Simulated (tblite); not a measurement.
C₄H₇O₂PSi₂.
SMILES with atom numbers: `[O:1]=[CH:2][C:3](=[O:4])[C:5]#[C:6][Si@H:7]([SiH3:8])[PH2:9]` (hydrogens: H10 on C2; H11 on Si7; H12, H13, H14 on Si8; H15, H16 on P9)

A start from a force field or distance geometry was refined with tblite 0.8.0, GFN2-xTB geometry optimisation, gas phase. Values at the start:

| coordinate | start |
| --- | --- |
| O1=C2 | 1.218 Å |
| C2–C3 | 1.498 Å |
| C2–H10 | 1.103 Å |
| C3=O4 | 1.225 Å |
| C3–C5 | 1.457 Å |
| C5≡C6 | 1.207 Å |
| C6–Si7 | 1.863 Å |
| Si7–Si8 | 2.306 Å |
| Si7–P9 | 2.228 Å |
| Si7–H11 | 1.482 Å |
| Si8–H12 | 1.493 Å |
| P9–H15 | 1.410 Å |
| O1–C2–C3 | 123.1° |
| C2–C3–O4 | 119.1° |
| C2–C3–C5 | 121.6° |
| C3–C5–C6 | 179.2° |
| O4–C3–C5 | 119.3° |
| C5–C6–Si7 | 179.8° |
| C6–Si7–Si8 | 110.4° |
| Si8–Si7–P9 | 111.8° |
| O1–C2–C3–O4 | 179° |

How do these coordinates change at the GFN2-xTB level?

| coordinate | GFN2-xTB (Å or °) | change |
| --- | --- | --- |
| C3–C5 | 1.421 | -0.036 |
| C2–C3 | 1.530 | +0.032 |
| Si7–P9 | 2.260 | +0.032 |
| Si8–H12 | 1.463 | -0.030 |
| P9–H15 | 1.383 | -0.027 |
| Si7–Si8 | 2.332 | +0.026 |
| O1=C2 | 1.198 | -0.020 |
| C3=O4 | 1.212 | -0.013 |
| Si7–H11 | 1.472 | -0.010 |
| C6–Si7 | 1.855 | -0.008 |
| C5≡C6 | 1.214 | +0.007 |
| C2–H10 | 1.106 | +0.003 |
| C2–C3–C5 | 113.1 | -8.5 |
| O4–C3–C5 | 126.4 | +7.1 |
| C5–C6–Si7 | 173.8 | -6.0 |
| O1–C2–C3 | 125.1 | +2.0 |
| C3–C5–C6 | 177.4 | -1.8 |
| C2–C3–O4 | 120.5 | +1.4 |
| C6–Si7–Si8 | 109.3 | -1.1 |
| Si8–Si7–P9 | 112.5 | +0.7 |
| O1–C2–C3–O4 | 177 | -2 |

The energy falls by 0.217 eV over 180 L-BFGS steps, the largest force on an atom goes from 2.07 to 0.008 eV/Å, and the atoms move by 0.543 Å rms after alignment. The bond that changes most is C3–C5 (ketone carbonyl carbon to alkyne carbon), which shortens by 0.036 Å. Bonds longer at the end by more than 0.005 Å: 4 of 15; shorter: 10. Among the dihedrals that turn most is Si8–Si7–P9–H15, from -169° to -154°. Rotational constants go from 1350, 422.9, 362.7 to 1295, 439.3, 403.8 MHz.

Hardware: an Arm Neoverse N1 with one thread (shared host). Cost: 3.1 s wall.

Its lowest GFN2-xTB frequency is 15 cm⁻¹, too small to tell a flat minimum from a shallow saddle. The numbers are those of one conformer. 3 starts were optimised and ended at 0.00, 0.87 and 1.56 kcal/mol (GFN2-xTB); the lowest of these is shown.

The numbers are calculated, not measured.
